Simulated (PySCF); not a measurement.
**Circular dichroism and optical rotation of `F[C@H]1CC(=S)[C@@H](Cl)C1`, C5H6ClFS**

Computed, not measured: TDDFT B3LYP/def2-SVPD circular dichroism and optical rotation, one conformer, gas phase in PySCF 2.14.0. Geometry: GFN2-xTB.

Input:
```
{"job": {"kind": "ecd", "xc": "B3LYP", "basis": "def2-SVPD", "nstates": 12}, "charge": 0, "multiplicity": 1}
F      1.043724    -1.617361     1.028366
C      0.706391    -1.000504    -0.156055
C     -0.817970    -0.980301    -0.318143
C     -1.243164     0.442123    -0.132372
S     -2.721256     1.028351    -0.412692
C     -0.073007     1.247696     0.336425
Cl    -0.162788     1.276148     2.141829
C      1.149496     0.468469    -0.130534
H      1.214022    -1.576777    -0.936581
H     -1.281586    -1.614782     0.442060
H     -1.140111    -1.353115    -1.290884
H     -0.098337     2.288144     0.016210
H      1.418104     0.788820    -1.137550
H      2.005804     0.602616     0.527756
```
Coordinates are in Å.

Command: `OMP_NUM_THREADS=1 python excited_run.py task.json out`

What does the run print?

H and L stand for HOMO and LUMO.
```
coarse grid: 13488 points
cycle   1  E = -1151.7296331513  dE =  1.026e+00  |g| = 5.484e-01  |ddm| = 6.695e+00
cycle   2  E = -1151.6065632262  dE =  1.231e-01  |g| = 9.485e-01  |ddm| = 2.353e+00
cycle   3  E = -1151.7882067348  dE = -1.816e-01  |g| = 1.842e-01  |ddm| = 1.564e+00
cycle   4  E = -1151.7963526676  dE = -8.146e-03  |g| = 6.928e-02  |ddm| = 4.367e-01
cycle   5  E = -1151.7975325105  dE = -1.180e-03  |g| = 2.070e-02  |ddm| = 1.434e-01
cycle   6  E = -1151.7976217932  dE = -8.928e-05  |g| = 4.093e-03  |ddm| = 3.293e-02
cycle   7  E = -1151.7976254177  dE = -3.624e-06  |g| = 9.403e-04  |ddm| = 1.146e-02
final grid: 123368 points
cycle   8  E = -1151.9300680874  dE = -4.507e-05  |g| = 7.220e-03  |ddm| = 1.494e-01
cycle   9  E = -1151.9300418875  dE =  2.620e-05  |g| = 1.284e-02  |ddm| = 3.009e-02
cycle  10  E = -1151.9300781230  dE = -3.624e-05  |g| = 2.211e-03  |ddm| = 2.143e-02
cycle  11  E = -1151.9300794674  dE = -1.344e-06  |g| = 3.685e-04  |ddm| = 4.230e-03
cycle  12  E = -1151.9300794934  dE = -2.603e-08  |g| = 1.533e-04  |ddm| = 7.560e-04
cycle  13  E = -1151.9300794980  dE = -4.582e-09  |g| = 2.690e-05  |ddm| = 2.820e-04
cycle  14  E = -1151.9300794982  dE = -1.851e-10  |g| = 5.831e-06  |ddm| = 7.694e-05
converged SCF energy = -1151.9300794982

Singlet excitations and rotatory strengths (1e-40 esu^2 cm^2)
state   eV       nm     f(len)   f(vel)    R(len)    R(vel)   main configurations
  1   2.2445   552.4  0.00011  0.00013     5.370     5.108   H->L 1.00
  2   4.4908   276.1  0.01431  0.01452    -1.087    -0.938   H-1->L 0.46, H-2->L 0.46
  3   4.6712   265.4  0.03313  0.03322     4.336     4.108   H-2->L 0.48, H-3->L 0.29, H-1->L 0.22
  4   5.4774   226.4  0.17787  0.17627    23.665    23.560   H-3->L 0.58, H-1->L 0.27
  5   5.6726   218.6  0.03011  0.03019    -7.771    -7.890   H->L+1 0.92
  6   5.7135   217.0  0.01320  0.01349    -3.359    -3.326   H-4->L 0.87
  7   5.9731   207.6  0.00062  0.00058    -3.562    -3.339   H-5->L 0.66, H->L+2 0.22
  8   6.0115   206.2  0.00353  0.00371    -8.190    -8.560   H->L+2 0.71, H-5->L 0.22
  9   6.4958   190.9  0.05002  0.04765    -7.040    -6.605   H->L+3 0.89
 10   6.5740   188.6  0.00297  0.00336    16.681    15.500   H-6->L 0.93
 11   6.7686   183.2  0.00735  0.00641    -3.909    -3.661   H->L+4 0.70, H->L+5 0.28
 12   6.8094   182.1  0.00187  0.00179     5.581     5.145   H->L+5 0.62, H->L+4 0.24, H->L+3 0.08

Specific rotation (deg / (dm g/mL))
    nm     length   length(OI)   velocity    alpha(len)  alpha(vel)
 1550.0      57.16      56.99      55.23       93.286     94.072
 1064.0     141.63     141.27     136.57       93.841     94.629
  780.0     369.53     368.75     354.91       94.785     95.577
```

States above about 6.6 eV (minus the energy of the highest occupied orbital) lie near or above the ionisation threshold and depend on the basis.

It took 95 s wall time on 1 thread of an Arm Neoverse V1, shared host, peak memory 0.96 GiB.
